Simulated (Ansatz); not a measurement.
C2H7BO2 can be A, `OBCCO`, or B, `CB(O)CO`.

Program: Ansatz. Geometries: PBE0-D4/def2-TZVP. ΔE: electronic, gas phase. CCSD(T)/CBS is the MP2 limit (def2-TZVPP, def2-QZVPP) plus CCSD(T) − MP2 in def2-TZVPP, frozen cores. Functionals use def2-TZVPP. B3LYP here is the variant with VWN-RPA as its local correlation; programs differ in this. One conformer a species, not always the lowest.

A:

```xyz
12

O     2.293   -0.571   -0.851
B     1.074    0.018   -0.910
C    -0.063   -0.493    0.035
C    -0.998    0.587    0.550
O    -2.133    0.077    1.221
H     2.915   -0.219   -1.492
H     0.887    0.904   -1.707
H    -0.663   -1.196   -0.563
H     0.357   -1.075    0.864
H    -1.391    1.173   -0.284
H    -0.450    1.283    1.200
H    -1.827   -0.488    1.936
```

B:

Z-matrix (Å, degrees):
```
C
B 1 1.571
H 1 1.094 2 110.3
H 1 1.097 2 110.3 3 -116.5
H 1 1.093 2 114.4 3 122.6
O 2 1.361 1 122.7 3 -128.6
C 2 1.579 1 122.2 3 52.1
H 6 0.960 2 113.4 1 0.6
O 7 1.422 2 116.4 1 -4.4
H 7 1.103 2 109.5 1 122.5
H 7 1.096 2 108.4 1 -123.9
H 9 0.959 7 108.4 2 49.0
```

**Question.** Which is lower in electronic energy at CCSD(T)/CBS, and by how much? (Estimate.)

**Answer.** The calculation gave: B, by 7.6 kcal/mol.

**Question.** Give E(B) − E(A) in kcal/mol with B3LYP, r2SCAN-D4, ωB97M-V, PBE0-D4, MP2/def2-TZVPP, CCSD/def2-TZVPP, PBE-D4. (An estimate is asked.)

**Answer.** Computed: B3LYP -7.9, r2SCAN-D4 -8.8, ωB97M-V -8.3, PBE0-D4 -8.3, MP2/def2-TZVPP -7.4, CCSD/def2-TZVPP -7.5, PBE-D4 -8.5. None reverses the order clearly.

Largest T1 diagnostic: 0.012.

In def2-TZVPP, CCSD(T) changes the Hartree–Fock value by −1.1 kcal/mol (the triples alone add −0.0 kcal/mol) and MP2 by −0.9 kcal/mol.
